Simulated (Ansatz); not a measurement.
A nudged elastic band was laid between two geometries of C3H10AlN (15 atoms, charge 0, multiplicity 1).

Theory: RKS B3LYP-D4/STO-3G in Ansatz.

```json
{
 "movable images": "5",
 "climbing image": "yes",
 "spring": "5.0 eV/Å²",
 "optimiser": "quadratic models (default)",
 "start path": "IDPP",
 "force threshold": "0.05 eV/Å",
 "iteration limit": "60",
 "end points": "relaxed"
}
```

Image 0:

```xyz
15
Properties=species:S:1:pos:R:3
C -0.934 -1.149 0.020
N 0.394 -0.471 -0.243
C 1.400 -1.055 0.732
C 0.248 1.025 0.032
Al -0.879 1.935 -1.242
H -1.312 -0.998 1.055
H -0.826 -2.233 -0.154
H -1.685 -0.755 -0.686
H 1.121 -0.904 1.797
H 2.379 -0.576 0.558
H 1.497 -2.139 0.545
H -0.079 1.205 1.080
H 1.269 1.447 -0.028
H -1.633 1.191 -2.304
H -0.979 3.428 -1.132
```

Image 6:

```xyz
15
Properties=species:S:1:pos:R:3
C -1.043 -1.123 0.320
N 0.028 -0.120 -0.058
C 1.375 -0.586 0.457
C -0.326 1.366 0.370
Al -0.177 1.167 -1.514
H -1.119 -1.235 1.419
H -0.803 -2.103 -0.128
H -2.010 -0.772 -0.077
H 1.373 -0.683 1.559
H 2.140 0.151 0.159
H 1.622 -1.564 0.007
H -1.275 1.355 0.927
H 0.474 1.744 1.024
H -1.429 0.888 -2.289
H 1.148 1.462 -2.147
```

(1) What changes between the two ends?

(2) Give the energies along the band, and the barrier.

(3) What is the geometry of the highest image?

Answers

(1) Bonds formed: N2–Al5. The dihedral H12–C4–Al5–H14 goes from -121 to -4°.

(2) It converged. The highest image is number 2 of 0 to 6, 0.006 eV above the first end and 0.714 eV above the last; the last end lies 0.708 eV below the first. The top lies less than 8 meV above the higher end, about what the thresholds resolve: that end is a shoulder or a very shallow well. A vibrational analysis at the climbing image gives one clearly imaginary mode, 71i cm⁻¹: a first-order saddle point. Limits of this set-up: minimal basis.

```
image  path coordinate (Å)  energy (eV)  N2–Al5 (Å)  dihedral H12–C4–Al5–H14 (°)
    0                 0.00        0.000        2.90                         -121
    1                 0.92        0.005        2.87                          -88
    2                 1.84        0.006        2.75                          -57
    3                 2.61       -0.054        2.44                          -42
    4                 3.39       -0.385        2.10                          -20
    5                 4.16       -0.636        1.98                          -10
    6                 4.93       -0.708        1.95                           -4
```

(3) 
```xyz
15
Properties=species:S:1:pos:R:3
C -0.892 -1.188 -0.006
N 0.373 -0.369 -0.186
C 1.408 -0.933 0.772
C 0.075 1.092 0.190
Al -0.775 1.834 -1.373
H -1.285 -1.162 1.033
H -0.681 -2.237 -0.274
H -1.674 -0.801 -0.680
H 1.092 -0.884 1.836
H 2.345 -0.361 0.659
H 1.603 -1.988 0.514
H -0.483 1.152 1.147
H 1.054 1.568 0.368
H -2.122 1.337 -1.808
H -0.060 2.890 -2.164
```

Run time: 6.1 min on 1 thread of Intel(R) Xeon(R) Processor @ 2.50GHz (Skylake/Cascade Lake), on a shared host, peak memory 0.12 GiB.
